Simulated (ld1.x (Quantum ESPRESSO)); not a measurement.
**tantalum ultrasoft: all-electron and pseudo phase curves**

ld1.x (Quantum ESPRESSO) 7.5 input, shortened:

```
&input
   title='Ta', zed=73., rel=1, dft='WC', iswitch=3,
   config='[Xe] 4f14 5d3 6s1 6p0'
 /
 &inputp
   pseudotype=3, tm=.true., lloc=-2, rcloc=1.40,
   nlcc=.true., rcore=1.00,
   which_augfun='PSQ', rmatch_augfun_nc=.true.
 /
6
5S  1  0   2.00   0.00  1.90  2.30  0.0
6S  2  0   1.00   0.00  1.90  2.30  0.0
5P  2  1   6.00   0.00  1.70  1.80  0.0
6P  3  1   0.00   0.00  1.70  1.80  0.0
5D  3  2   3.00   0.00  1.95  2.30  0.0
5D  3  2   0.00   0.05  1.95  2.30  0.0
 &test
   configts(1)='5s2 5p6 5d3 6s1 6p0'
 /
```

The phase is arctan(r·u′/u) with u = r·R(r), unwrapped; energies in Ry, scanned from -8 to 5 Ry. A pole is an energy at which the radial function vanishes at the test radius. The pseudo phase is shifted by a multiple of π to meet the all-electron one at the reference energy, and phase errors are pseudo minus all-electron; the curves can meet again beyond the range given. Levels narrower than the energy grid can be missing from the lists of poles.

Question: For each channel, where are the poles, and over which energies does the pseudopotential scatter like the atom?

Answer:

| channel | radius (bohr) | reference energy (Ry) | poles, all-electron | poles, pseudo | unbroken range about the reference energy with phases within 0.05 rad | phase error 1 Ry above the reference energy (rad) |
| --- | --- | --- | --- | --- | --- | --- |
| s | 2.50 | -0.86 | -5.85, 2.57 | -5.85, 2.76 | the whole range | +0.005 |
| p | 2.50 | -0.48 | -3.25, 4.46 | -3.25, 4.49 | the whole range | +0.000 |
| d | 2.50 | -0.77 | 0.10 | 0.10 | the whole range | -0.000 |

Phases in the d channel:

```csv
E (Ry),all-electron,pseudo
-8.00,1.422,1.422
-7.76,1.419,1.419
-7.52,1.416,1.416
-7.28,1.413,1.413
-7.04,1.410,1.410
-6.80,1.407,1.407
-6.56,1.404,1.404
-6.32,1.400,1.400
-6.08,1.396,1.396
-5.84,1.392,1.392
-5.60,1.387,1.387
-5.36,1.382,1.382
-5.12,1.377,1.377
-4.88,1.371,1.371
-4.64,1.364,1.364
-4.40,1.357,1.357
-4.16,1.349,1.349
-3.92,1.340,1.340
-3.68,1.329,1.329
-3.44,1.317,1.317
-3.20,1.303,1.303
-2.96,1.286,1.286
-2.72,1.265,1.264
-2.48,1.238,1.238
-2.24,1.202,1.202
-2.00,1.153,1.153
-1.76,1.077,1.077
-1.52,0.948,0.948
-1.28,0.685,0.685
-1.04,0.064,0.064
-0.80,-0.787,-0.787
-0.56,-1.219,-1.219
-0.32,-1.411,-1.411
-0.08,-1.516,-1.516
0.16,-1.585,-1.585
0.40,-1.637,-1.637
0.64,-1.679,-1.679
0.88,-1.717,-1.718
1.12,-1.755,-1.755
1.36,-1.794,-1.794
1.60,-1.838,-1.838
1.84,-1.889,-1.890
2.08,-1.954,-1.956
2.32,-2.042,-2.045
2.56,-2.168,-2.174
2.80,-2.363,-2.375
3.04,-2.679,-2.702
3.28,-3.143,-3.179
3.52,-3.622,-3.658
3.76,-3.962,-3.989
4.00,-4.171,-4.191
4.24,-4.303,-4.318
4.48,-4.392,-4.404
4.72,-4.455,-4.466
4.96,-4.503,-4.513
```
